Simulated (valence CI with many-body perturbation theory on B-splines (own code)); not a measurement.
# Forbidden lines of Re52+

Level of theory: valence CI with perturbative core correlation (CI+MBPT): five valence electrons over a frozen Dirac-Fock core [Ar], a basis of 7 s, 7 p, 8 d, 6 f, 4 g, 1 h functions for each j, with the one-electron correlation potential Σ1, the two-electron term Σ2, the three-electron term Σ3, Breit, model QED; selected CI, second order for the rest, scaled by the run's own slope (own B-spline code, finite nucleus).

No measured spectrum was set against this ion. As an estimate, large intervals hold to a few tenths of a per cent, small ones and those within an open d or f shell to about a per cent. Excitations out of the core, of the other parity, are not computed and may begin above about 253 eV (a cautious bound); beyond it only levels of the ground parity were kept, without lifetimes. Only levels of the ground parity were solved; by the run's estimate the other parity begins above the list, which can be wrong where configurations are misplaced.

Lines 51 to 100 of 120 in falling wavelength, among levels below 2043000 cm⁻¹, chosen from the decays that carry over 1 % of a level's rate. Wavelengths and rates use the calculated energies. Electric multipoles are in the length gauge, E1 and E2 with the static RPA response of the core. Weak lines are less certain than strong ones. Lines between different terms over intervals too small for the method are left out, as are lines whose strength nearly cancels. The highest levels of a list are the least certain.

Levels are named by their leading jj configuration (3d3/2^4 stands for four electrons in 3d with j = 3/2), which in mixed levels can hold well under half, so a name can repeat and another be missing. Letters in brackets count levels of one name in rising energy.

```
λ vac (nm)                        Upper                        Lower  Type   A (s⁻¹)  Branch %
     16.60  (3d3/2^3 3d5/2^2) J=7/2 [a]        (3d3/2^4 3d5/2) J=5/2    M1  1.98e+06      99.6
     16.58    (3d3/2 3d5/2^4) J=5/2 [a]  (3d3/2^2 3d5/2^3) J=7/2 [a]    M1  2.16e+06      16.1
     16.56     (3d3/2^2 3d5/2^3) J=13/2     (3d3/2^3 3d5/2^2) J=11/2    M1  6.39e+05      99.9
     16.48  (3d3/2^2 3d5/2^3) J=5/2 [c]  (3d3/2^3 3d5/2^2) J=7/2 [b]    M1  1.89e+06      31.9
     16.47        (3d3/2 3d5/2^4) J=9/2  (3d3/2^2 3d5/2^3) J=7/2 [b]    M1  8.83e+05      13.5
     16.26  (3d3/2^2 3d5/2^3) J=1/2 [a]  (3d3/2^3 3d5/2^2) J=3/2 [a]    M1  3.99e+06      64.6
     16.25  (3d3/2^2 3d5/2^3) J=3/2 [b]      (3d3/2^3 3d5/2^2) J=1/2    M1  3.32e+05      14.7
     16.18  (3d3/2^3 3d5/2^2) J=3/2 [a]        (3d3/2^4 3d5/2) J=5/2    M1  4.60e+06     100.0
     16.02    (3d3/2 3d5/2^4) J=5/2 [b]  (3d3/2^2 3d5/2^3) J=3/2 [b]    M1  1.59e+06      22.1
     16.02    (3d3/2 3d5/2^4) J=3/2 [a]  (3d3/2^2 3d5/2^3) J=5/2 [b]    M1  1.38e+06      12.0
     16.01  (3d3/2^2 3d5/2^3) J=7/2 [b]  (3d3/2^3 3d5/2^2) J=5/2 [b]    M1  8.95e+04       5.3
     16.01  (3d3/2^2 3d5/2^3) J=3/2 [a]  (3d3/2^3 3d5/2^2) J=3/2 [a]    M1  4.09e+06      47.8
     15.94    (3d3/2 3d5/2^4) J=5/2 [b]  (3d3/2^2 3d5/2^3) J=5/2 [c]    M1  3.35e+05       4.6
     15.94        (3d3/2 3d5/2^4) J=9/2  (3d3/2^2 3d5/2^3) J=9/2 [b]    M1  2.67e+06      41.0
     15.79    (3d3/2 3d5/2^4) J=3/2 [a]  (3d3/2^2 3d5/2^3) J=3/2 [a]    M1  4.69e+06      40.8
     15.79  (3d3/2^2 3d5/2^3) J=5/2 [b]  (3d3/2^3 3d5/2^2) J=3/2 [a]    M1  6.66e+05      14.1
     15.73  (3d3/2^2 3d5/2^3) J=9/2 [b]      (3d3/2^3 3d5/2^2) J=9/2    M1  3.14e+06      56.8
     15.56    (3d3/2 3d5/2^4) J=3/2 [a]  (3d3/2^2 3d5/2^3) J=1/2 [a]    M1  3.32e+06      28.9
     15.55  (3d3/2^2 3d5/2^3) J=5/2 [c]  (3d3/2^3 3d5/2^2) J=5/2 [b]    M1  1.48e+05       2.5
     15.50       (3d3/2 3d5/2^4) J=11/2     (3d3/2^2 3d5/2^3) J=13/2    M1  1.05e+06      14.6
     15.49    (3d3/2 3d5/2^4) J=5/2 [b]  (3d3/2^2 3d5/2^3) J=7/2 [b]    M1  1.21e+05       1.7
     15.47  (3d3/2^2 3d5/2^3) J=3/2 [b]  (3d3/2^3 3d5/2^2) J=5/2 [b]    M1  1.15e+06      50.9
     15.40  (3d3/2^2 3d5/2^3) J=5/2 [b]  (3d3/2^3 3d5/2^2) J=7/2 [a]    M1  1.61e+06      34.2
     15.26    (3d3/2 3d5/2^4) J=7/2 [b]  (3d3/2^2 3d5/2^3) J=5/2 [c]    M1  1.55e+06      23.5
     15.25  (3d3/2^2 3d5/2^3) J=7/2 [b]      (3d3/2^3 3d5/2^2) J=9/2    M1  9.54e+05      56.5
     15.21    (3d3/2 3d5/2^4) J=7/2 [a]  (3d3/2^2 3d5/2^3) J=9/2 [a]    M1  3.20e+06      34.6
     15.18      (3d3/2^3 3d5/2^2) J=9/2        (3d3/2^4 3d5/2) J=5/2    E2  2.97e+02      11.0
     15.15  (3d3/2^2 3d5/2^3) J=7/2 [c]  (3d3/2^3 3d5/2^2) J=7/2 [b]    M1  1.21e+06      40.2
     15.03  (3d3/2^2 3d5/2^3) J=7/2 [a]  (3d3/2^3 3d5/2^2) J=5/2 [a]    M1  1.22e+06      24.7
     15.01  (3d3/2^2 3d5/2^3) J=1/2 [b]      (3d3/2^3 3d5/2^2) J=1/2    M1  1.90e+06      42.5
     14.94       (3d3/2 3d5/2^4) J=11/2  (3d3/2^2 3d5/2^3) J=9/2 [a]    M1  1.26e+06      17.5
     14.82    (3d3/2 3d5/2^4) J=5/2 [a]  (3d3/2^2 3d5/2^3) J=5/2 [a]    M1  1.02e+07      75.8
     14.77    (3d3/2 3d5/2^4) J=7/2 [a]  (3d3/2^2 3d5/2^3) J=7/2 [a]    M1  2.59e+06      28.0
     14.66  (3d3/2^2 3d5/2^3) J=9/2 [b]     (3d3/2^3 3d5/2^2) J=11/2    M1  1.09e+06      19.8
     14.58       (3d3/2 3d5/2^4) J=11/2     (3d3/2^2 3d5/2^3) J=11/2    M1  4.19e+06      58.0
     14.49  (3d3/2^3 3d5/2^2) J=5/2 [b]        (3d3/2^4 3d5/2) J=5/2    M1  4.62e+04      48.8
     14.49  (3d3/2^3 3d5/2^2) J=5/2 [b]        (3d3/2^4 3d5/2) J=5/2    E2  1.63e+03       1.7
     14.45  (3d3/2^2 3d5/2^3) J=9/2 [b]  (3d3/2^3 3d5/2^2) J=7/2 [a]    M1  7.91e+05      14.3
     14.36  (3d3/2^2 3d5/2^3) J=7/2 [c]  (3d3/2^3 3d5/2^2) J=5/2 [b]    M1  5.59e+05      18.5
     14.11    (3d3/2 3d5/2^4) J=5/2 [b]  (3d3/2^2 3d5/2^3) J=5/2 [b]    M1  2.09e+06      29.0
     14.04  (3d3/2^2 3d5/2^3) J=7/2 [b]  (3d3/2^3 3d5/2^2) J=7/2 [a]    M1  7.87e+04       4.7
     13.99  (3d3/2^2 3d5/2^3) J=5/2 [c]  (3d3/2^3 3d5/2^2) J=3/2 [a]    M1  9.53e+05      16.1
     13.94    (3d3/2 3d5/2^4) J=5/2 [b]  (3d3/2^2 3d5/2^3) J=3/2 [a]    M1  6.49e+05       9.0
     13.93  (3d3/2^2 3d5/2^3) J=3/2 [c]  (3d3/2^3 3d5/2^2) J=3/2 [b]    M1  7.96e+05      45.1
     13.92  (3d3/2^2 3d5/2^3) J=3/2 [b]  (3d3/2^3 3d5/2^2) J=3/2 [a]    M1  6.17e+05      27.2
     13.87      (3d3/2^3 3d5/2^2) J=1/2        (3d3/2^4 3d5/2) J=5/2    E2  1.06e+03       4.4
     13.76  (3d3/2^3 3d5/2^2) J=7/2 [b]        (3d3/2^4 3d5/2) J=5/2    M1  1.44e+05      96.8
     13.74  (3d3/2^2 3d5/2^3) J=7/2 [c]      (3d3/2^3 3d5/2^2) J=9/2    M1  1.19e+06      39.3
     13.70        (3d3/2 3d5/2^4) J=9/2  (3d3/2^2 3d5/2^3) J=9/2 [a]    M1  9.97e+04       1.5
     13.68  (3d3/2^2 3d5/2^3) J=5/2 [c]  (3d3/2^3 3d5/2^2) J=7/2 [a]    M1  1.85e+06      31.2
```
